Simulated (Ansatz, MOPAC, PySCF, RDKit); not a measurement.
Noncovalent pair: SiH4 (SMILES [SiH4]) (first 5 atoms) with CH4O (SMILES CO); geometry from B3LYP-D3(BJ)/def2-TZVP.
(charge 0, multiplicity 1):
```xyz
11

Si    -0.17894    -0.14022     0.27365
H     -1.13386    -0.88964     1.11926
H     -0.32352     1.31513     0.49874
H     -0.51249    -0.41717    -1.14718
H      1.20733    -0.58065     0.52666
C     -0.25468    -0.41680     4.06923
O      0.42934     0.47987     3.20191
H     -0.13984    -0.13341     5.12028
H      0.19475    -1.39755     3.92331
H     -1.32065    -0.48560     3.82980
H      0.05010     1.35907     3.29937
```

Interaction energies are E(AB) − E(A) − E(B) at the monomers' geometry in the complex; basis-set methods are counterpoise corrected.

The state reached by PM7 isn't checked; PM7 holds dispersion and hydrogen-bond terms.

Codes used: Ansatz (Gaussian basis) for Hartree–Fock, density functionals and correlated methods; MOPAC for PM7 (differences of heats of formation); PySCF for the dispersion terms; RDKit for the force fields. Values without a source in brackets are computed.

One of these levels gives -175.0 meV for the interaction energy. Which?
(A) BLYP-D3(BJ)/def2-TZVPPD
(B) MMFF94
(C) SVWN5/def2-TZVPPD
(D) PM7

C, SVWN5/def2-TZVPPD. The others give 81.2 (MMFF94), 15.3 (PM7), -91.1 (BLYP-D3(BJ)/def2-TZVPPD)

Ansatz is an electronic-structure program.
